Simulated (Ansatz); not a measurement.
Mulliken charges of H3O3Sn (`[OH][Sn]([OH])[OH]`) radical from ωB97M-V/def2-TZVPP in Ansatz (PBE0-D4/def2-TZVP geometry).

| atom | x (Å) | y (Å) | z (Å) | charge (e) |
| --- | --- | --- | --- | --- |
| O1 | -1.472 | 0.975 | -0.375 | -0.521 |
| Sn2 | -0.409 | -0.620 | 0.089 | 1.031 |
| O3 | 0.617 | -0.135 | 1.702 | -0.522 |
| O4 | 0.921 | -0.815 | -1.353 | -0.522 |
| H5 | -1.709 | 1.497 | 0.397 | 0.178 |
| H6 | 1.510 | -0.494 | 1.691 | 0.178 |
| H7 | 0.603 | -0.477 | -2.196 | 0.178 |

Question: By hand: the dipole of these point charges (1 e Å = 4.8032 D).

Answer: Σ q r = (-0.386, -0.558, 0.086) e Å, of length 0.684 e Å = 3.29 D.

Question: How does the dipole of the full density compare? (Best estimate.)

Answer: Computed: (-0.142, -0.203, 0.031) e Å, 1.20 D; the point charges give 2.74 times that, at 0° from its direction.

Point charges leave out the atoms' own dipoles, such as those of lone pairs, and Mulliken's split depends on the basis, so the two needn't agree.
